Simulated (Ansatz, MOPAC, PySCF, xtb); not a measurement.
Diatomic GeF+, closed-shell singlet (lowest of 2S+1 = 1, 3, 5 at CCSD(T)/def2-TZVPP on PBE0 minima; our sources give no spin for the ground state, which may be another). No spin–orbit coupling. Ge is treated without relativity.

The constants come from a fifth-degree fit in 1/R (seven points, main isotopes). Runs in def2 and cc sets follow the lowest solution found near the PBE0 minimum. The singlet is held restricted. HF and MP2 rows in def2 and cc sets belong to the determinant that coupled cluster picked by its CCSD energy.

Programs: Ansatz (a program for electronic structure) with Gaussian orbitals; MOPAC for AM1, PM3, PM6 (differences of heats of formation); PySCF for 3-21G rows, LANL2DZ rows; xtb for the GFN methods. 

```
level                                r_e (Å)  ω_e (cm⁻¹)  ω_e x_e (cm⁻¹)  α_e (cm⁻¹)
-----------------------------------  -------  ----------  --------------  ----------
AM1                                    1.610         911             3.4      0.0018
PM3                                    1.640         806             1.2     0.00063
PM6                                    1.700         672             1.4      0.0012
GFN1-xTB                               1.682         566             2.4      0.0042
GFN2-xTB                               1.704         569            0.25      0.0029
HF/3-21G                               1.650         929             3.8      0.0023
HF/def2-TZVPP                          1.651         871             3.3      0.0024
HF/def2-QZVPP                          1.647         871             3.4      0.0025
SVWN5/def2-TZVPP                       1.676         802             3.2      0.0025
PBE/def2-TZVPP                         1.700         766             3.1      0.0024
BP86/LANL2DZ                           1.739         681             2.1      0.0021
r2SCAN/def2-TZVPP                      1.677         810             3.3      0.0024
B97M-V/def2-TZVPP                      1.675         807             3.3      0.0025
B3LYP/LANL2DZ                          1.719         710             2.2      0.0021
B3LYP/def2-TZVPP                       1.687         793             3.2      0.0024
PBE0/def2-TZVPP                        1.676         812             3.2      0.0024
BHLYP/def2-TZVPP                       1.665         837             3.2      0.0024
CAM-B3LYP/def2-TZVPP                   1.675         818             3.1      0.0024
wB97X-V/def2-TZVPP                     1.676         821             3.1      0.0023
wB97M-V/def2-TZVPP                     1.677         817             3.1      0.0023
B2PLYP/def2-TZVPP                      1.682         801             3.2      0.0024
MP2/def2-TZVPP                         1.674         822             3.0      0.0024
MP2/def2-QZVPP                         1.667         821             3.1      0.0024
MP2/CBS(def2-TZVPP, def2-QZVPP)        1.664         821             3.1      0.0024
SCS-MP2/def2-TZVPP                     1.674         821             3.1      0.0024
CCSD/def2-TZVPP                        1.668         835             3.1      0.0024
CCSD/def2-QZVPP                        1.660         837             3.2      0.0024
CCSD(T)/def2-TZVPP                     1.674         820             3.2      0.0024
CCSD(T)/def2-QZVPP                     1.667         821             3.2      0.0025
CCSD(T)/CBS(def2-TZVPP, def2-QZVPP)    1.664         823             3.2      0.0025
```

Correlated levels freeze the inner cores; with def2 sets outer-core shells near the valence are correlated too. CBS: X⁻³ extrapolation of the correlation energy, Hartree–Fock from the larger set. Rows in 3-21G, LANL2DZ carry no dispersion term and start afresh at each structure; the Pople sets are all-electron and without relativity. LANL2DZ brings its own core potentials from Na on. The state that AM1, PM3, PM6 reach isn't checked.
